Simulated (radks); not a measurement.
Results of a calculation; reference values are marked as such.
The bromine anion Br-, [Kr], held by a Watson sphere: a shell of charge +1 at radius R that stands for the Madelung well of a crystal (potential energy -1/R inside, -1/r outside, in hartree with lengths in bohr). Code: a radial shooting solver on a logarithmic mesh with Libxc functionals. Model: scalar-relativistic Kohn-Sham, PBEsol, spin-polarised, spherical densities, finite nucleus; Fermi nuclear charge, rms radius of each element as measured or else 0.836 A^(1/3) + 0.57 fm. Response by self-consistent Sternheimer equations with the Hartree and adiabatic LDA kernel, the relativistic mass of each level held fixed and spin-orbit coupling left out. The sphere does not respond.

R (bohr)  e(3d) (eV)  e(4s) (eV)  e(4p) (eV)  <r> 4p (bohr)  sum of <r^2> (bohr^2)  X-ray form factor at sin(theta)/lambda = 0.2 1/angstrom  alpha (bohr^3)
2.81         -65.001     -19.355      -7.584          2.189                  48.29                                                   27.793           28.90
3.44         -64.376     -18.465      -6.754          2.239                  50.24                                                   27.746           34.39
4.35         -63.477     -17.407      -5.701          2.283                  52.11                                                   27.728           41.86
4.91         -62.979     -16.871      -5.158          2.298                  52.85                                                   27.726           45.82
5            -62.904     -16.792      -5.078          2.300                  52.95                                                   27.726           46.40
5.23         -62.720     -16.598      -4.882          2.305                  53.17                                                   27.726           47.83

Estimate the row for R = 3.33 bohr.

Answer. e(3d) (eV) -64.488; e(4s) (eV) -18.610; e(4p) (eV) -6.895; <r> 4p (bohr) 2.232; sum of <r^2> (bohr^2) 49.95; X-ray form factor at sin(theta)/lambda = 0.2 1/angstrom 27.751; alpha (bohr^3) 33.44.
